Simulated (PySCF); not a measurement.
# Two probes of the same atoms: core binding energy and nuclear shielding

Species: C3H7NSi.
SMILES with atom numbers: `[CH3:1][C:2]#[C:3][SiH2:4][NH2:5]`

Geometry (PBE0-D3(BJ)/def2-SVP, Å), atoms numbered from 1 in this order:
```xyz
12
C3H7NSi angstrom
C      2.744   -0.555    0.158
C      1.362   -0.120    0.074
C      0.203    0.255    0.001
Si    -1.559    0.777   -0.080
N     -2.714   -0.435    0.359
H      3.314   -0.235   -0.728
H      2.811   -1.652    0.223
H      3.238   -0.134    1.048
H     -1.849    1.192   -1.482
H     -1.736    1.926    0.855
H     -2.822   -1.238   -0.252
H     -2.752   -0.731    1.328
```

Binding energies: PySCF 2.14.0, delta-SCF UKS SCAN, pcX-2 on the ionised atom, pcseg-1 elsewhere, spin-free X2C. Shieldings: GIAO PBE0/pcSseg-1, non-relativistic, same geometry.

```csv
atom,C 1s (eV)
C1,291.64
C2,290.22
C3,289.38
```

Question: What are the absolute isotropic shieldings of these atoms?

Answer: 
```json
{"atom": "C3", "environment": "alkyne carbon", "C 1s (eV)": "289.38", "isotropic shielding (ppm)": "97.4"}
{"atom": "C2", "environment": "alkyne carbon", "C 1s (eV)": "290.22", "isotropic shielding (ppm)": "74.0"}
{"atom": "C1", "environment": "propargylic carbon", "C 1s (eV)": "291.64", "isotropic shielding (ppm)": "178.6"}
```

Question: Among the listed atoms, is the one with the highest binding energy also the least shielded?

Answer: No. The highest binding energy is at C1 (291.64 eV, shielding 178.6 ppm), the lowest shielding at C2 (74.0 ppm, 290.22 eV).

By binding energy: C3 < C2 < C1. By shielding: C2 < C3 < C1.

The unrestricted hole states depart most from a pure doublet (⟨S²⟩ = 0.75; over 0.85 named) for C 1s of C2 (0.86), which makes this value less certain. Isolated species at its PBE0-D3(BJ)/def2-SVP geometry (one conformer only).
